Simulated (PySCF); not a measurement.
Input for PySCF: U-B3LYP/LANL2DZ on H5NSn (SMILES [NH2][SnH3]), a point of a bond scan (R = 2.990 Å).

```python
from pyscf import gto, scf, dft, mp
from pyscf.data.elements import chemcore

mol = gto.M(
    atom='''
    Sn   -0.28215657    0.02775224    0.02377762
    N     1.74303182   -0.14346269   -0.23754058
    H    -1.51385692   -1.81526859   -1.98333035
    H    -0.65127624    1.66593101   -0.29253503
    H    -0.81069646   -0.39503089    1.60666677
    H     2.08100846   -1.08855163   -0.09745354
    H     2.27355521    0.45968091    0.38036592
    ''',
    basis='lanl2dz',
    ecp={'Sn': 'lanl2dz'},
    charge=0, spin=0, verbose=3, max_memory=1800)
mf = dft.UKS(mol, xc='b3lyp')
mf.conv_tol = 1e-8
mf.max_cycle = 100
mf.init_guess_breaksym = True
mf.kernel()
if not mf.converged:
    mf = mf.newton().run(mf.mo_coeff, mf.mo_occ)
for _ in range(4):
    mo, _, stable, _ = mf.stability(return_status=True)
    if stable:
        break
    mf.kernel(mf.make_rdm1(mo, mf.mo_occ))
```

It printed:

```
converged SCF energy = -60.9935484167575  <S^2> = 9.4164854e-10  2S+1 = 1
<class 'pyscf.dft.uks.UKS'> wavefunction has an internal instability
converged SCF energy = -60.9978239155298  <S^2> = 0.43080679  2S+1 = 1.6502203
<class 'pyscf.dft.uks.UKS'> wavefunction is stable in the internal stability analysis
```

Self-consistency was reached. Its determinant has ⟨S²⟩ = 0.43, a mixture of spin states.

Cost: around 30 core-seconds (rough).
